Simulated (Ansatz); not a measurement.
`OC[SiH2][TeH]` + H₂S → `S[SiH2][TeH]` + CH₃OH  (ligand exchange at the Si–C bond)

Computed with Ansatz on PBE0-D4/def2-TZVP structures; ΔE is electronic, products minus reactants. CBS: MP2 limit from def2 TZ/QZ plus the TZ coupled-cluster correction, frozen cores. This one scheme is used for every species. DFT in def2-TZVPP. B3LYP here is the variant with VWN-RPA as its local correlation; programs differ in this. def2 core potentials past Kr. For Te outer-core shells are correlated without core-valence functions, which leaves a few kJ/mol of doubt a bond. Each species was taken in one conformer, which may not be the lowest.

```json
{"level": "PBE-D4", "ΔE (kJ/mol)": "-73.5", "difference from CCSD(T)/CBS": "2.5"}
{"level": "r2SCAN-D4", "ΔE (kJ/mol)": "-75.9", "difference from CCSD(T)/CBS": "0.1"}
{"level": "PBE0-D4", "ΔE (kJ/mol)": "-76.6", "difference from CCSD(T)/CBS": "-0.6"}
{"level": "B3LYP-D4", "ΔE (kJ/mol)": "-74.4", "difference from CCSD(T)/CBS": "1.6"}
{"level": "ωB97X-V", "ΔE (kJ/mol)": "-73.4", "difference from CCSD(T)/CBS": "2.6"}
{"level": "ωB97M-V", "ΔE (kJ/mol)": "-72.6", "difference from CCSD(T)/CBS": "3.4"}
{"level": "B2PLYP", "ΔE (kJ/mol)": "-76.1", "difference from CCSD(T)/CBS": "-0.1"}
{"level": "PBE", "ΔE (kJ/mol)": "-74.2", "difference from CCSD(T)/CBS": "1.8"}
{"level": "r2SCAN", "ΔE (kJ/mol)": "-76.5", "difference from CCSD(T)/CBS": "-0.5"}
{"level": "PBE0", "ΔE (kJ/mol)": "-77.3", "difference from CCSD(T)/CBS": "-1.3"}
{"level": "B3LYP", "ΔE (kJ/mol)": "-75.1", "difference from CCSD(T)/CBS": "0.9"}
{"level": "HF/def2-TZVPP", "ΔE (kJ/mol)": "-81.7", "difference from CCSD(T)/CBS": "-5.7"}
{"level": "MP2/def2-TZVPP", "ΔE (kJ/mol)": "-78.0", "difference from CCSD(T)/CBS": "-2.0"}
{"level": "SCS-MP2/def2-TZVPP", "ΔE (kJ/mol)": "-76.7", "difference from CCSD(T)/CBS": "-0.7"}
{"level": "CCSD/def2-TZVPP", "ΔE (kJ/mol)": "-72.7", "difference from CCSD(T)/CBS": "3.3"}
{"level": "CCSD(T)/def2-TZVPP", "ΔE (kJ/mol)": "-72.3", "difference from CCSD(T)/CBS": "3.7"}
{"level": "HF/def2-QZVPP", "ΔE (kJ/mol)": "-81.5", "difference from CCSD(T)/CBS": "-5.5"}
{"level": "MP2/def2-QZVPP", "ΔE (kJ/mol)": "-80.0", "difference from CCSD(T)/CBS": "-4.0"}
{"level": "SCS-MP2/def2-QZVPP", "ΔE (kJ/mol)": "-78.7", "difference from CCSD(T)/CBS": "-2.7"}
{"level": "HF/CBS(def2)", "ΔE (kJ/mol)": "-81.4", "difference from CCSD(T)/CBS": "-5.4"}
{"level": "MP2/CBS(def2)", "ΔE (kJ/mol)": "-81.6", "difference from CCSD(T)/CBS": "-5.6"}
{"level": "CCSD/CBS(def2)", "ΔE (kJ/mol)": "-76.4", "difference from CCSD(T)/CBS": "-0.4"}
{"level": "CCSD(T)/CBS", "ΔE (kJ/mol)": "-76.0", "difference from CCSD(T)/CBS": "0"}
```

Largest T1 diagnostic among the species: 0.011.

In def2-TZVPP, CCSD(T) changes the Hartree–Fock value by +9.4 kJ/mol (the triples alone add +0.4 kJ/mol) and MP2 by +3.7 kJ/mol. From PBE to PBE0 (25 % exact exchange), in def2-TZVPP and without D4, ΔE moves by −3.2 kJ/mol.
